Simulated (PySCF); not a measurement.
EPR parameters of C4H9OSi

Compound: C4H9OSi (doublet state).
Z-matrix (Å and degrees, GFN2-xTB geometry), rows numbered from 1:
```
Si
C   1  1.9213
C   2  1.4736  1  102.41
O   3  1.3701  2  113.02  1   108.00
C   4  1.4158  3  107.96  2    -6.57
C   2  1.5312  1  114.54  3   110.16
H   1  1.4604  2  106.74  3    61.40
H   1  1.4705  2  110.84  3  -179.01
H   1  1.4610  2  108.48  3   -59.80
H   2  1.0905  1  110.86  3  -121.17
H   3  1.0712  2  127.54  1   -95.01
H   5  1.0926  4  107.93  3   143.97
H   5  1.0978  4  108.82  3   -98.27
H   6  1.0883  2  113.70  1    32.68
H   6  1.0926  2  110.27  1   154.94
```

The hyperfine couplings belong to this conformer and change with its torsions.

Identity: `[SiH3][C@H]1[CH]OCC1` [radical].

Method: UKS B3LYP, pcH-1 on C H O Si, non-relativistic, mean-field spin-orbit, GIAO (PySCF). The structure is a single GFN2-xTB conformer in the gas phase; no vibrational or solvent corrections. Couplings are sensitive to structure, and on GFN2-xTB geometries they can be far from those on DFT ones. Stability of the SCF solution: not tested.

```json
{
  "g1, g2, g3": "2.00202, 2.00341, 2.00426",
  "g_iso": "2.00323",
  "Form of g": "rhombic: the two nearest values differ by 38 % of g3 − g1",
  "⟨S²⟩": "0.7537 (exact 0.7500)",
  "α and β electrons": "28, 27"
}
```

Isotropic coupling and dipolar principal values T1 to T3, in mT; ρ(0) is the spin density at the nucleus (MHz turned into mT with g_iso):

```csv
atom,isotope,a_iso,of which spin–orbit,T1,T2,T3,Mulliken spin population,ρ(0) (bohr⁻³)
Si1,29Si,-4.36,0.00,-0.42,0.16,0.26,0.05,0.1377
C2,13C,-0.35,0.00,-0.12,-0.01,0.13,-0.05,-0.0087
C3,13C,4.19,0.00,-2.55,-2.54,5.09,0.84,0.1044
O4,17O,-0.91,0.00,-2.45,1.17,1.27,0.13,0.0422
C5,13C,-0.13,0.00,-0.05,-0.03,0.09,-0.01,-0.0033
C6,13C,0.15,0.00,-0.07,-0.01,0.08,0.02,0.0036
H7,1H,-0.04,0.00,-0.13,-0.06,0.18,0.00,-0.0002
H8,1H,1.59,0.00,-0.07,-0.04,0.11,0.04,0.0100
H9,1H,-0.07,0.00,-0.13,-0.06,0.18,0.00,-0.0004
H10,1H,2.25,0.00,-0.15,-0.10,0.25,0.03,0.0141
H11,1H,-1.37,0.00,-1.21,-0.01,1.22,-0.03,-0.0086
H12,1H,0.11,0.00,-0.10,-0.09,0.20,0.00,0.0007
H13,1H,0.44,0.00,-0.13,-0.10,0.23,0.01,0.0028
H14,1H,-0.10,0.00,-0.08,-0.06,0.13,0.00,-0.0006
H15,1H,-0.01,0.00,-0.09,-0.07,0.16,0.00,-0.0001
```

Largest spin populations (Mulliken): C3 (+0.84) and O4 (+0.13). No atom but C3 exceeds +0.15. The angles at C3 add up to 356.2°, so it is nearly planar; its axial dipolar tensor and the negative coupling of its proton fit spin in a p orbital normal to that plane.

Axes: g3 points within 9° of the C3–H11 bond.

Under fast tumbling the dipolar parts average out, and these isotropic splittings remain: 1 × 1H (H10, I = 1/2, 2 lines) with 2.25 mT, 1 × 1H (H11, I = 1/2, 2 lines) with 1.37 mT, 3 × 1H (H7/H8/H9, I = 1/2, 4 lines) with 0.50 mT, 1 × 1H (H13, I = 1/2, 2 lines) with 0.44 mT, 1 × 1H (H12, I = 1/2, 2 lines) with 0.11 mT and 1 × 1H (H14, I = 1/2, 2 lines) with 0.10 mT.

Class means assume fast exchange of nuclei equivalent by connectivity; if that motion is slow, each nucleus keeps its own coupling. The three 1H nuclei of mean +13.9 MHz run from -1.9 to 44.7 MHz in the frozen geometry.

The 17O coupling of O4 (-25.5 MHz) shows only in satellite lines or after enrichment, since that isotope makes up about 0.038 % of natural oxygen.

The 29Si coupling of Si1 (-122.3 MHz) shows only in satellite lines or after enrichment, since that isotope makes up about 4.7 % of natural silicon.
